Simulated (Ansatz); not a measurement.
`[SiH3]B([SiH3])C=S`, relaxed with RKS PBE0-D4/def2-TZVP in Ansatz 0.2.0 from a PBE-D4/def2-SVP geometry. The force threshold is 0.005 eV/Å; the program also tests the step.

Charge 0, multiplicity 1.

Start:

```xyz
12

Si   -0.375   -1.621   -0.813
B     0.395    0.058    0.027
Si   -0.936    1.449    0.669
C     1.838    0.124    0.439
S     2.159    0.879   -1.007
H    -1.426   -1.276   -1.837
H     0.698   -2.440   -1.488
H    -1.034   -2.476    0.244
H    -2.025    1.668   -0.351
H    -0.257    2.771    0.934
H    -1.597    0.988    1.946
H     2.561   -0.125    1.236
```

```
         step  energy (eV)  largest force (eV/Å)  largest move (Å)
            1  -28405.2957                 0.872             0.000
            2  -28405.3351                 0.435             0.038
            3  -28405.3408                 0.091             0.024
            4  -28405.3418                 0.043             0.015
            5  -28405.3421                 0.050             0.010
            6  -28405.3422                 0.005             0.006
            7  -28405.3422                 0.011             0.006
 8 (rejected)  -28405.3422                 0.049             0.005
            9  -28405.3422                 0.002             0.003
           10  -28405.3422                 0.007             0.009
           11  -28405.3422                 0.009             0.006
           12  -28405.3422                 0.007             0.005
           13  -28405.3422                 0.005             0.013
14 (rejected)  -28405.3422                 0.009             0.005
           15  -28405.3423                 0.003             0.002
```

End:

```xyz
12

Si   -0.366   -1.625   -0.807
B     0.372    0.057    0.022
Si   -0.927    1.457    0.666
C     1.805    0.122    0.433
S     2.106    0.859   -0.995
H    -1.423   -1.307   -1.805
H     0.708   -2.403   -1.488
H    -0.980   -2.486    0.245
H    -1.978    1.718   -0.355
H    -0.229    2.740    0.963
H    -1.607    0.989    1.908
H     2.519   -0.121    1.214
```

It took 68 s on 4 threads of an Arm Neoverse V1 on a shared host, with 0.66 GiB of host memory at the peak.
